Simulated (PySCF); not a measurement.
Two species compared at the same levels of theory.

First species: C₄HF₅N₂S.
SMILES: `FC(F)(F)C(F)(F)c1cnsn1`

Second species: C3H13N3Si2.
Atom-mapped SMILES: `[NH2:1][Si:2]1([NH2:3])[CH2:4][CH2:5][C@H:6]1[NH:7][SiH3:8]` (hydrogens: H9, H10 on N1; H11, H12 on N3; H13, H14 on C4; H15, H16 on C5; H17 on C6; H18 on N7; H19, H20, H21 on Si8)

Geometry (GFN2-xTB, Å), atoms numbered from 1 in this order:
```xyz
21
C3H13N3Si2 angstrom
N     -0.5474    1.5344   -1.5270
Si    -0.7580    0.9635    0.0956
N     -0.5749    2.2060    1.2779
C     -2.1492   -0.2954    0.4741
C     -1.1387   -1.4578    0.4112
C      0.1921   -0.6737    0.4227
N      1.1809   -1.1695   -0.5032
Si     2.8548   -0.8601   -0.3225
H     -0.9377    2.4243   -1.7913
H     -0.6205    0.8876   -2.2951
H      0.3437    2.6073    1.3771
H     -1.2652    2.9395    1.2968
H     -2.9676   -0.4014   -0.2350
H     -2.5882   -0.1985    1.4636
H     -1.2316   -2.0063   -0.5271
H     -1.2340   -2.1706    1.2288
H      0.6441   -0.7027    1.4150
H      0.8154   -1.1923   -1.4440
H      3.2664    0.5551   -0.3859
H      3.2284   -1.3812    0.9937
H      3.4783   -1.5913   -1.4261
```

Levels: PBE0/pcSseg-1 for dipole moment, HOMO energy, LUMO energy and HOMO–LUMO gap; GFN2-xTB for rotational constant A and rotational constant C. Geometries: GFN2-xTB. All species are isolated and taken at one optimised geometry, non-relativistic unless stated. Electronic properties by PySCF.

The conformers computed, where there is a choice (atom-mapped SMILES and torsion angles):
- `[F:1][C:2]([F:3])([F:4])[C:5]([F:6])([F:7])[c:8]1[cH:9][n:10][s:11][n:12]1`: F1–C2–C5–F6 180°, C2–C5–C8–C9 171°
- `[NH2:1][Si:2]1([NH2:3])[CH2:4][CH2:5][C@H:6]1[NH:7][SiH3:8]`: C5–C6–N7–Si8 -158°, H–N1–Si2–N3 -41°, H–N1–Si2–N3 179°, H–N3–Si2–N1 -67°, H–N3–Si2–N1 67°

Problem. Which has the higher LUMO energy?

Solution. The second: 0.58 eV against -2.31 eV, a difference of 2.89 eV.

Problem. Which has the higher rotational constant C?

Solution. The second: 0.785 GHz against 0.517 GHz, a difference of 0.268 GHz.

Problem. Which has the higher dipole moment?

Solution. The second: 3.02 D against 1.82 D, a difference of 1.20 D.

Problem. Which has the higher rotational constant A?

Solution. The second: 1.985 GHz against 1.602 GHz, a difference of 0.383 GHz.

Problem. Which of the two has the higher HOMO–LUMO gap, and by how much?

Solution. The first: 6.55 eV against 6.44 eV, a difference of 0.11 eV.

Problem. Which has the higher HOMO energy?

Solution. The second: -5.86 eV against -8.86 eV, a difference of 3.00 eV.

On the first: In atomic units the dipole is 0.72 e·bohr (1 au = 2.5417 D).

On the second: The dipole matches unit charges of opposite sign 0.63 Å apart (1 e·Å = 4.8032 D).
